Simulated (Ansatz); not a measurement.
`Sc1cnc(-c2cnc(-c3cnc(S)nc3)nc2)nc1`, relaxed as a singlet with RKS PBE-D4/def2-SVP in Ansatz, starting from the GFN2-xTB geometry. Force threshold 0.03 eV/Å.

Start:

Cartesian coordinates in Å:
```
S 3.2072 3.3176 -5.2763
C 2.4505 2.4780 -3.9400
C 2.8722 2.5941 -2.6148
N 2.2733 1.9558 -1.6365
C 1.2339 1.1785 -1.9397
C 0.5613 0.4890 -0.8486
C 0.9928 0.5904 0.4782
N 0.3716 -0.0142 1.4669
C -0.7030 -0.7439 1.1636
C -1.3996 -1.4024 2.2587
C -2.5391 -2.1856 2.0465
N -3.1697 -2.7891 3.0320
C -2.6685 -2.6183 4.2526
S -3.4999 -3.4278 5.5493
N -1.6038 -1.8972 4.5752
C -0.9748 -1.2954 3.5882
N -1.1887 -0.9170 -0.0672
C -0.5676 -0.3112 -1.0552
N 0.7629 0.9978 -3.1742
C 1.3575 1.6335 -4.1567
H 4.1291 3.9450 -4.5437
H 3.7125 3.2198 -2.3373
H 1.8629 1.1792 0.7352
H -2.9426 -2.3234 1.0531
H -4.4137 -3.9636 4.7400
H -0.1054 -0.7087 3.8496
H -0.9712 -0.4556 -2.0483
H 0.9600 1.4748 -5.1503
```

| step | energy (eV) | largest force component (eV/Å) | SCF passes |
| --- | --- | --- | --- |
| 1 | -43128.5219 | 1.058 | 27 |
| 2 | -43128.7663 | 0.429 | 22 |
| 3 | -43128.7956 | 0.157 | 22 |
| 4 | -43128.7967 | 0.017 | 22 |

Force components are those of the run's own axes.

End:

Cartesian coordinates in Å:
```
S 3.255 3.324 -5.346
C 2.492 2.506 -3.985
C 2.913 2.618 -2.639
N 2.301 1.983 -1.643
C 1.239 1.208 -1.955
C 0.553 0.511 -0.852
C 0.981 0.616 0.490
N 0.359 -0.003 1.493
C -0.721 -0.753 1.176
C -1.421 -1.432 2.280
C -2.566 -2.231 2.065
N -3.212 -2.848 3.057
C -2.705 -2.665 4.293
S -3.514 -3.454 5.650
N -1.626 -1.934 4.630
C -0.995 -1.325 3.623
N -1.213 -0.929 -0.072
C -0.581 -0.304 -1.065
N 0.758 1.029 -3.205
C 1.374 1.665 -4.199
H 4.209 3.958 -4.608
H 3.781 3.251 -2.374
H 1.864 1.233 0.731
H -2.954 -2.358 1.040
H -4.465 -4.023 4.858
H -0.107 -0.717 3.863
H -0.969 -0.437 -2.090
H 0.974 1.512 -5.218
```

By distances, no bond broke or formed. The bond that changes most is S14–H25, from 1.33 to 1.36 Å (atoms count from 1).

No frequencies were taken in this run, so the end may be a saddle point.

Hardware: 2 threads of AMD EPYC 7R13 on a shared host and a share (18 GiB) of an NVIDIA H100 80GB HBM3. Wall time 23 s.
